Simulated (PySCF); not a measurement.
Tin: a sound run and one with changed settings

Sound run: Sn⁺ [Kr] 4d10 5s2 5p1, Sn²⁺ [Kr] 4d10 5s2. All numbers are calculated (PySCF 2.14, scalar relativity through the core potential, in def2-TZVP with the def2 core potential (28 electrons) (6s5p3d2f, 50 functions)). The sound run starts from symmetry-adapted Hartree-Fock orbitals and uses a fine grid where one is needed.

Changed run: radial step 1.2 in ln r (0.13 in the sound run). This setting is unsound on purpose.

```json
{"species": "Sn⁺", "method": "UHF", "sound run (hartree)": "-213.08803", "changed run (hartree)": "-213.08803", "converged": "yes"}
{"species": "Sn⁺", "method": "B3LYP", "sound run (hartree)": "-214.06049", "changed run (hartree)": "-217.78054", "converged": "yes"}
{"species": "Sn⁺", "method": "M06-2X", "sound run (hartree)": "-213.93114", "changed run (hartree)": "-215.23643", "converged": "yes"}
{"species": "Sn²⁺", "method": "UHF", "sound run (hartree)": "-212.58271", "changed run (hartree)": "-212.58271", "converged": "yes"}
{"species": "Sn²⁺", "method": "B3LYP", "sound run (hartree)": "-213.53425", "changed run (hartree)": "-217.04727", "converged": "yes"}
{"species": "Sn²⁺", "method": "M06-2X", "sound run (hartree)": "-213.41162", "changed run (hartree)": "-214.63581", "converged": "yes"}
```

Ionisation energy of Sn⁺:

```tsv
method	sound run (eV)	changed run (eV)
UHF	13.750	13.750
B3LYP	14.320	19.953
M06-2X	14.137	16.344
```

A coarse radial grid mis-integrates the density and the exchange-correlation energy, with errors of either sign; Hartree-Fock needs no grid.

For comparison, NIST gives 14.633 eV between the lowest levels.
